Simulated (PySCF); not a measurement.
# Relaxation of quintet MoHCl

Computed with UPBE0 in PySCF with Mo def2-TZVP with ECP28, H def2-TZVP, Cl def2-TZVP; scalar-relativistic core potentials, no spin–orbit coupling; density-fitted integrals. A (50,194) grid was used.

A start displaced from a saddle point along its imaginary mode, of Cs symmetry, held to at least that symmetry:

```xyz
3
charge 0 multiplicity 5, angstrom
Mo    0.0022    0.0000   -0.5883
H    -0.1200    0.0000   -2.3795
Cl   -0.0027    0.0000    1.7157
```

What forces act on the atoms at the start (eV/Å)?


```tsv
atom	Fx	Fy	Fz
Mo1	0.48	0.00	-0.25
H2	-0.27	0.00	0.12
Cl3	-0.22	0.00	0.13
```

What does it relax to?

It ends at Cs with Mo–Cl 2.261 Å, Mo–H 1.704 Å; Cl–Mo–H 113.4° (after a last refinement on a finer grid). A frequency run shows a minimum.

How much energy is released, and in how many steps?

76.9 kJ/mol in 9 steps.

Other spin states or occupations of the open shell can lie lower.
